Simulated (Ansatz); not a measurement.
A nudged elastic band was laid between two geometries of H₃SbSe (5 atoms, charge 0, multiplicity 1).

Computed with RKS PBE0-D4/def2-SVP in Ansatz 0.2.0.

```json
{
 "movable images": "7",
 "climbing image": "yes",
 "spring": "5.0 eV/Å²",
 "optimiser": "quadratic models (default)",
 "start path": "IDPP",
 "force threshold": "0.03 eV/Å",
 "iteration limit": "60",
 "end points": "relaxed"
}
```

Image 0:

```xyz
5
Properties=species:S:1:pos:R:3
Se 0.739 -0.889 1.098
Sb -0.354 0.345 -0.880
H 1.278 -1.931 0.210
H -1.846 0.582 -0.063
H 0.183 1.893 -0.366
```

Image 8:

```xyz
5
Properties=species:S:1:pos:R:3
Se 0.943 -1.486 -0.093
Sb -0.448 0.442 -1.090
H 0.853 -1.017 1.299
H -1.692 0.373 0.094
H 0.344 1.688 -0.210
```

**Question.** Which bonds break or form, and what moves?

**Answer.** No bond is made or broken. The dihedral H3–Se1–Sb2–H5 goes from -135 to 45°.

**Question.** What energy profile does the band end with?

**Answer.** It converged. The highest image is number 4 of 0 to 8, 11.7 kJ/mol above the first end and 8.6 kJ/mol above the last; the last end lies 3.1 kJ/mol above the first. A vibrational analysis at the climbing image gives one clearly imaginary mode, 203i cm⁻¹: a first-order saddle point.

| image | path coordinate (Å) | energy (kJ/mol) | dihedral H3–Se1–Sb2–H5 (°) |
| --- | --- | --- | --- |
| 0 | 0.00 | 0.0 | -135 |
| 1 | 0.42 | 1.0 | -109 |
| 2 | 0.84 | 4.5 | -83 |
| 3 | 1.26 | 9.2 | -58 |
| 4 | 1.68 | 11.7 | -32 |
| 5 | 2.01 | 10.6 | -12 |
| 6 | 2.34 | 7.4 | 8 |
| 7 | 2.67 | 4.4 | 27 |
| 8 | 3.00 | 3.1 | 45 |

**Question.** What is the geometry of the highest image?

**Answer.** 
```xyz
5
Properties=species:S:1:pos:R:3
Se 0.206 -1.674 0.271
Sb -0.560 0.517 -0.906
H 1.586 -1.185 0.406
H -1.782 0.847 0.259
H 0.549 1.495 -0.030
```

**Question.** What are the harmonic wavenumbers there?

**Answer.** 203i, 233, 544, 591, 680, 831, 1943, 1958, 2462 cm⁻¹.

Time of the run: 3.5 min on 1 CPU thread of a shared host.
